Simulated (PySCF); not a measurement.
Geometry:
```csv
atom,x (Å),y (Å),z (Å)
O1,0.049,1.195,1.932
C2,0.380,0.510,1.023
C3,1.628,0.294,0.182
O4,0.965,-0.767,-0.512
C5,-0.261,-0.607,0.176
C6,-1.387,-0.167,-0.741
F7,-1.068,0.963,-1.376
F8,-1.653,-1.091,-1.659
F9,-2.490,0.050,-0.029
H10,2.522,-0.038,0.737
H11,1.892,1.143,-0.472
H12,-0.586,-1.503,0.734
```

No relativistic terms, no solvent model, single conformer, one averaged value for each set of equivalent atoms. σ from GIAO-PBE0/pcSseg-1; coordinates at the PBE0-D3(BJ)/def2-SVP level; J couplings at B3LYP/pcJ-1 (spin–dipole term only in couplings to heteroatoms); PySCF 2.14.

Task: Predict the 2D correlation tables (HSQC, COSY, HMBC).

Result: 

HSQC (one-bond C–H):
```
        δH          δC  ¹J(C,H) (Hz)
5.53 (H11)   95.4 (C3)           160
5.38 (H10)   95.4 (C3)           158
5.15 (H12)  100.8 (C5)           163
```

COSY cross peaks (|J| ≥ 2 Hz):
```
        δH          δH  abs. J (Hz)  bonds
5.53 (H11)  5.38 (H10)         18.0      2
5.53 (H11)  5.15 (H12)          5.9      4
```

HMBC (two and three bonds, |J| ≥ 2.5 Hz):
```
        δH                                    δC [abs. J in Hz]
5.53 (H11)                   199.2 (C2) [4.8], 100.8 (C5) [2.9]
5.38 (H10)                   199.2 (C2) [5.2], 100.8 (C5) [3.3]
5.15 (H12)  199.2 (C2) [4.5], 126.6 (C6) [4.0], 95.4 (C3) [3.2]
```

Referencing at the same level of theory: ¹H (σref 31.27), ¹³C (σref 184.41) against TMS.

Common functionals overestimate the size of one-bond C–F couplings by tens of Hz; these are unscaled. Shifts are as computed. Against solution values, carbons near 30 ppm lie about +2 ppm off and those near 130 ppm about +5 ppm. Of 1211 compounds with measured shifts, 218 miss one by over three times the rms of a fit or turn the order of signals round; such compounds aren't used in these exercises.
